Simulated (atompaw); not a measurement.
u(r) = r·R(r): atom against pseudo-atom (Nd (Z = 60))

Columns: radius, all-electron u(r) and pseudo u(r) of the 4f shell (level -2.55 eV) of neodymium in the configuration [Kr] 4d10 4f4 5s2 5p6 5d0 6s1.5 6p0.5; LDA (PW92), scalar-relativistic, PAW (atompaw) scheme, atompaw 4.2.0.5.

| r (bohr) | all-electron | pseudo |
| --- | --- | --- |
| 0.115 | 0.0720 | 0.0017 |
| 0.231 | 0.3520 | 0.0257 |
| 0.346 | 0.6484 | 0.1108 |
| 0.462 | 0.8469 | 0.2810 |
| 0.577 | 0.9369 | 0.5073 |
| 0.692 | 0.9514 | 0.7196 |
| 0.808 | 0.9215 | 0.8447 |
| 0.923 | 0.8691 | 0.8585 |
| 1.038 | 0.8070 | 0.8069 |
| 1.154 | 0.7418 | 0.7418 |
| 1.269 | 0.6787 | 0.6787 |
| 1.385 | 0.6186 | 0.6186 |
| 1.500 | 0.5635 | 0.5635 |
| 1.615 | 0.5130 | 0.5130 |
| 1.731 | 0.4668 | 0.4668 |
| 1.846 | 0.4254 | 0.4254 |
| 1.962 | 0.3877 | 0.3877 |
| 2.077 | 0.3541 | 0.3541 |
| 2.192 | 0.3239 | 0.3239 |
| 2.308 | 0.2964 | 0.2964 |
| 2.423 | 0.2719 | 0.2719 |
| 2.538 | 0.2498 | 0.2498 |
| 2.654 | 0.2297 | 0.2297 |
| 2.769 | 0.2116 | 0.2116 |
| 2.885 | 0.1952 | 0.1952 |
| 3.000 | 0.1804 | 0.1804 |

Task: How many radial nodes do the two functions have?

Result: The all-electron 4f function has n − l − 1 = 0; the pseudo-wave has 0.

Task: At about which radius was the pseudo-wave matched?

Result: 1.10 bohr, where the columns begin to agree (steps of 0.12 bohr).

Task: Is the pseudo-wave norm-conserving?

Result: No, it belongs to a PAW set: the norm inside the radius is not constrained, and the difference is carried by the augmentation charge.
